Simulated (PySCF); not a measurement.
C₆H₆F₂O.
SMILES with atom numbers: `[CH3:1][C:2]1=[C:3]([F:4])[O:5][C:6]([F:7])=[CH:8][CH2:9]1`

Structure used (GFN2-xTB), in Å, numbered top down from 1:
```xyz
15
C6H6F2O angstrom
C     -2.1010   -0.2054    0.1022
C     -0.6400    0.1017    0.0261
C     -0.1697    1.3385   -0.0222
F     -0.9524    2.4247   -0.0072
O      1.1375    1.7264   -0.0930
C      2.0199    0.6990   -0.1113
F      3.2676    1.1689   -0.1780
C      1.7349   -0.5897   -0.0703
C      0.3142   -1.0679    0.0053
H     -2.3136   -0.7760    1.0057
H     -2.3971   -0.8118   -0.7532
H     -2.6909    0.7059    0.1116
H      2.5304   -1.3134   -0.0913
H      0.1687   -1.6785    0.9051
H      0.0870   -1.7144   -0.8515
```

Probes without a nucleus sit at each ring's centroid and 1 Å off its mean plane on both sides; NICS is minus the shielding there, NICSzz its component along the normal. Level: GIAO PBE0/pcSseg-1 (PySCF, non-relativistic, gas phase) on the GFN2-xTB geometry, one conformer.

Ring bond lengths (Å), with Mayer bond orders in brackets: C2–C3 1.324 (1.78), C3–O5 1.365 (0.98), O5–C6 1.354 (1.01), C6–C8 1.320 (1.83), C8–C9 1.501 (1.00), C9–C2 1.510 (0.99).

Q: What do the NICS probes read (ppm)?

A: 
| ring | type | NICS(0) | NICS(1), two faces | NICS(1)zz, two faces | rms pucker (Å) | centre to ring atoms, mean (Å) |
| --- | --- | --- | --- | --- | --- | --- |
| C2–C3–O5–C6–C8–C9 | 6-membered ring with O; formal bonds 2 double, 4 single | -1.6 | -1.0 / -1.0 | 4.2 / 4.2 | 0.00 | 1.39 |

Q: What can be read from them?

A: 
- C2–C3–O5–C6–C8–C9: mean NICS(1)zz 4.2 ppm, deshielded. C9 has four or more neighbours, so the value isn't read as a sign of a π ring current.

Q: What is the mean of the two in-plane components of NICS at the first NICS(1) probe listed for ring C2–C3–O5–C6–C8–C9, 1 Å off the ring?

A: The isotropic value is a third of the trace: (3 × -1.0 − (4.2))/2 = -3.6 ppm.

Q: How shielded are the nuclei of the rings and their hydrogens (means over atoms taken as equivalent)?

A: 
```
   atoms                      environment  σ isotropic (ppm)  principal values of the symmetric part, first atom (ppm)
      C2  fully substituted alkene carbon               99.0                                        33.8, 102.5, 160.9
      C3               vinylic C–F carbon               26.5                                         -57.0, 52.7, 83.9
      O5              cyclic ether oxygen              159.2                                       114.1, 156.8, 206.9
      C6               vinylic C–F carbon               21.5                                         -68.8, 55.1, 78.4
      C8                 alkene CH carbon              108.6                                        45.2, 121.0, 159.5
      C9                   allylic carbon              155.9                                       145.1, 153.3, 169.1
     H13                 vinylic hydrogen              27.37                                          23.8, 28.5, 29.8
H14 (×2)               methylene hydrogen              28.74                                          24.4, 27.6, 34.3
```

The run took 25 s on one thread, Arm Neoverse V1 (aarch64), shared host, and the process peaked at 0.81 GiB of memory. This is the whole shielding run at PBE0/pcSseg-1, SCF included.
